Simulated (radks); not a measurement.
Values are calculated unless marked as measured or tabulated.
Q: The mean radii <r> (bohr) of the occupied orbitals of an atom or ion are listed with their occupations. Code: a radial shooting solver on a logarithmic mesh with Libxc functionals. Model: Dirac Kohn-Sham, PBE, spin-unpolarised, spherical densities, finite nucleus; Fermi nuclear charge, rms radius of each element as measured or else 0.836 A^(1/3) + 0.57 fm.

| orbital | occ. | <r> |
|---|---|---|
| 1s1/2 | 2 | 0.04667 |
| 2s1/2 | 1 | 0.1914 |

Name the element and its charge. Open shells, if any, fill j = l - 1/2 first.

A: Z = 32, germanium, charge +29: Ge29+ in [He] 2s1. The 1s radius gives Z: for a bare nucleus <r> = (2 gamma + 1)/(2Z) with gamma = sqrt(1 - (Z/c)^2), 0.04601 bohr for Z = 32, and screening makes it slightly larger (0.04667 here). The occupations add up to 3, and the charge is Z minus that.
